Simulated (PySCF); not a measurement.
A side-by-side comparison of computed properties.

First species: Allylbenzene, C₉H₁₀.
SMILES: `c1c(CC=C)cccc1`

Second species: CH7FP2Si.
Structure used (GFN2-xTB), in Å, numbered top down from 1:
```xyz
12
CH7FP2Si angstrom
F      0.5836    2.4139   -0.2496
C     -0.4778    1.5617   -0.0324
Si    -0.0082   -0.2247   -0.6029
P      2.0089   -0.8648    0.1843
P     -1.7847   -1.4853   -0.0166
H     -1.3246    1.9662   -0.5916
H     -0.7067    1.6189    1.0361
H      0.0807   -0.2070   -2.0703
H      1.6635   -0.7313    1.5238
H      2.5469    0.4095    0.1311
H     -1.3084   -1.8197    1.2399
H     -1.2722   -2.6380   -0.5779
```

Levels: PBE0/pcSseg-1 for dipole moment, HOMO energy, LUMO energy and HOMO–LUMO gap; GFN2-xTB for rotational constant A and rotational constant C. Geometries: GFN2-xTB. Each species is one conformer at its optimised geometry, gas phase, non-relativistic unless stated; the electronic structure was computed with PySCF and density fitting.

Dipoles, sizes and rotational constants follow the conformer. The torsions of the flexible species, by atom-mapped SMILES:
- `[CH2:1]=[CH:2][CH2:3][c:4]1[cH:5][cH:6][cH:7][cH:8][cH:9]1`: C1–C2–C3–C4 -117°, C2–C3–C4–C5 81°
- `[F:1][CH2:2][SiH:3]([PH2:4])[PH2:5]`: F1–C2–Si3–P4 48°, H–P4–Si3–C2 60°, H–P4–Si3–C2 -33°, H–P5–Si3–C2 -91°, H–P5–Si3–C2 176°

Values for the first species:

- Dipole moment: 0.11 D
- HOMO energy: -7.01 eV
- LUMO energy: -0.27 eV
- HOMO–LUMO gap: 6.74 eV
- Rotational constant A: 3.950 GHz
- Rotational constant C: 0.890 GHz

Question: Estimate the same properties for the second species, and the change in each.

Answer: 
```csv
property,first,second,second less first
dipole moment,0.11 D,1.33 D,+1.22 D
HOMO energy,-7.01 eV,-7.48 eV,-0.47 eV
LUMO energy,-0.27 eV,-0.12 eV,+0.15 eV
HOMO–LUMO gap,6.74 eV,7.36 eV,+0.62 eV
rotational constant A,3.950 GHz,2.312 GHz,-1.638 GHz
rotational constant C,0.890 GHz,1.016 GHz,+0.126 GHz
```

On the first: A dipole of 0.11 D is allowed in C1, and pure rotational transitions are dipole-allowed. The dipole equals about 0.4 × 10⁻³⁰ C·m (1 D = 3.33564 × 10⁻³⁰ C·m).

On the second: The dipole matches unit charges of opposite sign 0.28 Å apart (1 e·Å = 4.8032 D).
